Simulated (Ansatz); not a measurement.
C2H9FSi2 can be A, `C[SiH2][SiH2]CF`, or B, `CC(F)[SiH2][SiH3]`.

Computed with Ansatz on PBE0-D4/def2-TZVP structures; ΔE is electronic, products minus reactants. CCSD(T)/CBS is the MP2 limit (def2-TZVPP, def2-QZVPP) plus CCSD(T) − MP2 in def2-TZVPP, frozen cores. Functionals use def2-TZVPP. B3LYP here is the variant with VWN-RPA as its local correlation; programs differ in this. One conformer a species, not always the lowest.

A:

Z-matrix (Å, degrees):
```
C
Si 1 1.877
H 1 1.092 2 110.2
H 1 1.092 2 110.7 3 -119.7
H 1 1.092 2 111.1 3 120.1
Si 2 2.343 1 110.5 3 -60.6
H 2 1.489 1 110.3 3 59.9
H 2 1.491 1 110.6 3 178.7
C 6 1.904 2 109.0 1 42.5
H 6 1.492 2 111.7 1 -74.7
H 6 1.489 2 111.8 1 164.1
F 9 1.394 6 110.2 2 47.9
H 9 1.094 6 112.1 2 168.2
H 9 1.095 6 110.6 2 -71.5
```

B:

Z-matrix (Å, degrees):
```
C
C 1 1.509
H 1 1.093 2 110.6
H 1 1.093 2 110.1 3 119.5
H 1 1.092 2 111.1 3 -120.6
F 2 1.403 1 108.9 3 57.7
Si 2 1.909 1 114.5 3 178.5
H 2 1.097 1 109.9 3 -58.4
Si 7 2.339 2 110.4 1 -171.2
H 7 1.491 2 107.9 1 68.1
H 7 1.489 2 108.9 1 -49.2
H 9 1.486 7 110.7 2 66.4
H 9 1.488 7 110.1 2 -173.2
H 9 1.489 7 109.7 2 -53.9
```

(1) Which is lower in electronic energy at CCSD(T)/CBS, and by how much? (An estimate is asked.)

(2) Give E(B) − E(A) in kJ/mol with ωB97M-V, B3LYP-D4, PBE-D4, CCSD/def2-TZVPP, MP2/def2-TZVPP, B3LYP, HF/def2-TZVPP. (Estimate.)

Largest T1 diagnostic: 0.012.

## Answers

(1) The calculation gave: A, by 25.0 kJ/mol.

(2) Computed: ωB97M-V 26.1, B3LYP-D4 25.7, PBE-D4 25.6, CCSD/def2-TZVPP 24.2, MP2/def2-TZVPP 26.6, B3LYP 25.2, HF/def2-TZVPP 22.7. None reverses the order clearly.
